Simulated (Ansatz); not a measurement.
`[SiH3][CH2][AlH][SiH3]` + `[OH][SnH3]` → `[SiH3]C[O][SnH3]` + `[AlH2][SiH3]`  (substitution at a C–Al bond)

Gas-phase electronic energies from Ansatz, PBE0-D4/def2-TZVP geometries. CCSD(T)/CBS is the MP2 limit (def2-TZVPP, def2-QZVPP) plus CCSD(T) − MP2 in def2-TZVPP, frozen cores. This one scheme is used for every species. DFT in def2-TZVPP. B3LYP here is the variant with VWN-RPA as its local correlation; programs differ in this. Elements past krypton have def2 core potentials. For Sn outer-core shells are correlated without core-valence functions, which leaves a few kJ/mol of doubt a bond. Each species was taken in one conformer, which may not be the lowest.

```tsv
level	ΔE (kcal/mol)	difference from CCSD(T)/CBS
PBE0-D4	29.6	-0.2
ωB97X-V	27.8	-2.0
r2SCAN	30.0	0.2
B3LYP	27.5	-2.3
MP2/def2-TZVPP	31.2	1.4
CCSD/def2-TZVPP	28.9	-0.9
MP2/def2-QZVPP	31.6	1.8
SCS-MP2/def2-QZVPP	29.6	-0.2
MP2/CBS(def2)	31.9	2.1
CCSD/CBS(def2)	29.5	-0.3
CCSD(T)/CBS	29.8	0
```

Largest T1 diagnostic among the species: 0.014.

In def2-TZVPP, CCSD(T) changes the Hartree–Fock value by +3.0 kcal/mol (the triples alone add +0.2 kcal/mol) and MP2 by +5.1 kcal/mol. From PBE to PBE0 (25 % exact exchange), in def2-TZVPP and without D4, ΔE moves by +0.9 kcal/mol.
